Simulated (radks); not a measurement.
Tc4+, 39 electrons, occupied as [Kr] 4d3 (the NIST ground configuration). All-electron calculation, scalar-relativistic Kohn-Sham, MS2 meta-GGA, spin-polarised, spherical densities, finite nucleus; open shells are filled with parallel spins first (spin-orbit coupling, left out, can overturn this in heavy ions); meta-GGA in the generalised Kohn-Sham scheme; Fermi nuclear charge, rms radius 4.4112 fm. Program: a radial shooting solver on a logarithmic mesh with Libxc functionals.

Local quantities along the radius. ELF = 1/(1 + alpha^2) is the electron localisation function; alpha = (tau - tau_W)/tau_unif compares the Pauli kinetic energy density with that of the uniform gas (summed over spins); 4 pi r^2 rho is in e/bohr. tau is taken from the large components.

r (bohr)    ELF    alpha  4 pi r^2 rho
0.00134   1.000  0.02169         1.530
0.001745  1.000  0.02183         2.440
0.002272  0.999  0.02250         3.849
0.002958  0.999  0.02383         5.990
0.003852  0.999  0.02608         9.157
0.005016  0.999  0.02969         13.68
0.006531  0.999  0.03546         19.82
0.008505  0.998  0.04498         27.62
0.01107   0.996  0.06148         36.61
0.01442   0.992  0.09224         45.52
0.01878   0.977   0.1548         52.23
0.02445   0.921   0.2937         54.56
0.03184   0.729   0.6094         51.92
0.04179   0.411    1.198         47.24
0.05441   0.310    1.490         47.11
0.07085   0.483    1.035         55.15
0.09226   0.719   0.6249         65.71
0.1201    0.760   0.5614         66.11
0.1564    0.528   0.9453         53.19
0.2037    0.284    1.587         42.82
0.2652    0.494    1.013         47.42
0.3454    0.756   0.5673         52.09
0.4497    0.733   0.6032         38.81
0.5856    0.334    1.413         19.47
0.7625    0.237    1.792         12.30
1.001     0.729   0.6098         12.40
1.303     0.774   0.5405         9.020
1.697     0.525   0.9506         3.874
2.21      0.168    2.224         1.019
2.877     0.024    6.337        0.1656
3.747     0.001    25.90       0.01441
4.879     0.000    200.2     0.0004935

On this mesh the ELF has minima near r = 0.054, 0.20, 0.67 bohr, which separate the shells, and maxima near 0.10 (0.77), 0.40 (0.78), 1.1 (0.80).
